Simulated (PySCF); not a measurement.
[Er(H2S)3]3+ at several levels of theory

Computed with PySCF 2.14.0 (density fitting, no spin-orbit coupling) at the geometry relaxed with r2SCAN:

```xyz
10
[Er(H2S)3]3+ (singlet in the valence; each metal's 4f electrons, 11 of them, lie in its core potential, out of spins and levels)
Er    0.0000    0.0000    1.1641
S     2.4691    0.0801   -0.1301
H     3.4137   -0.2237    0.8170
H     2.5626   -1.1126   -0.7963
S    -1.3039    2.0983   -0.1301
H    -1.5131    3.0682    0.8170
H    -0.3178    2.7756   -0.7963
S    -1.1652   -2.1784   -0.1301
H    -1.9006   -2.8445    0.8170
H    -2.2449   -1.6630   -0.7963
```

```
 level                                                 basis    state  HOMO (eV)  gap (eV)  charge on Er1 (e)  population of f-type functions on Er1 (polarisation alone where 4f lies in the core)  dipole about the centre of mass (D)  largest force component (eV/Å)
r2SCAN     Er lcecp-1-SVP with ECP57, S def2-SVP, H def2-SVP  singlet     -21.18      3.97               1.56                                                                                  0.01                                 0.38                            0.16
 wB97X                                              the same  singlet     -24.45      9.96               1.60                                                                                  0.02                                 0.88                            0.41
   PBE                                              the same  singlet     -20.90      3.40               1.42                                                                                  0.01                                 0.13                            0.20
  BP86                                              the same  singlet     -21.00      3.45               1.43                                                                                  0.01                                 0.09                            0.21
r2SCAN  Er lcecp-1-TZVP with ECP57, S def2-TZVP, H def2-TZVP  singlet     -21.04      4.02               1.70                                                                                  0.02                                 0.13                            0.28
```

In the lcecp rows the 4f levels are missing from HOMO and gap, and the state counts the valence alone.

Charges are Mulliken's, which hang on the basis. The relaxation used the grid (50, 194), these runs (75, 302) or, all-electron (x2c bases, spin-free X2C Hamiltonian), (99, 590).

**Question.** What does M06-L with Er lcecp-1-SVP with ECP57, S def2-SVP, H def2-SVP give here?

**Answer.** state singlet, HOMO (eV) -21.18, gap (eV) 4.00, charge on Er1 (e) 1.71, population of f-type functions on Er1 (polarisation alone where 4f lies in the core) 0.01, dipole about the centre of mass (D) 0.69, largest force component (eV/Å) 0.25. Time: 7.4 s on 2 threads of AMD EPYC 9R45 96-Core Processor (Zen 5), on a shared host, from an already converged density.

In the first row's basis the gap widens with exact exchange: 3.4 to 4.0 eV for PBE, BP86, r2SCAN, M06-L (none); 10.0 eV for wB97X (rising or full at long range).

No frequency check is given that shows the relaxed geometry to be a minimum. An lcecp potential fixes the number of 4f electrons, so in runs with it no electron can move into or out of that shell.
